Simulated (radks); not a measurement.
Values are calculated unless marked as measured or tabulated.
How relativity changes the ionisation of the chlorine ion Cl3+ ([Ne] 3s2 3p2) to Cl4+ ([Ne] 3s2 3p1). Spin-unpolarised spherical Kohn-Sham, PBE, point nucleus unless stated (finite: rms radius 3.3654 fm), a radial shooting solver on a logarithmic mesh with Libxc functionals. A level marked "c x" has the speed of light scaled by that factor and shares open shells by 2j + 1; other Dirac levels either fill j = l - 1/2 first or share by 2j + 1.

level                               E(Cl3+) (hartree)  E(Cl4+) (hartree)  IE (eV)   HOMO  <r> HOMO (bohr)
non-rel.                                   -457.10855         -455.18876   52.240     3p            1.519
scalar-rel.                                -458.58049         -456.66060   52.243     3p            1.518
scalar-rel., finite nucleus                -458.57997         -456.66008   52.243     3p            1.518
Dirac, 2j+1 shares                         -458.58193         -456.66202   52.243  3p3/2            1.520
Dirac, low j first                         -458.59096         -456.66710   52.351  3p1/2            1.515
Dirac, 2j+1 shares, finite nucleus         -458.58141         -456.66150   52.243  3p3/2            1.520
Dirac, c x 0.75                            -459.74350         -457.82351   52.246  3p3/2            1.520
Dirac, c x 1.5                             -457.76063         -455.84079   52.242  3p3/2            1.519
Dirac, c x 100                             -457.10869         -455.18890   52.240  3p3/2            1.519

NIST Atomic Spectra Database: 53.2 eV (semi-empirical). The relativistic part of the total energy of Cl3+ is -1.473 hartree (Dirac, 2j+1 shares, finite nucleus), 0.32 % of the non-relativistic value. Spin polarisation and multiplet splitting of open shells are left out at every level.

Beside tabulated values, note that spin-unpolarised runs miss the spin-polarisation part of the exchange energy of open shells.
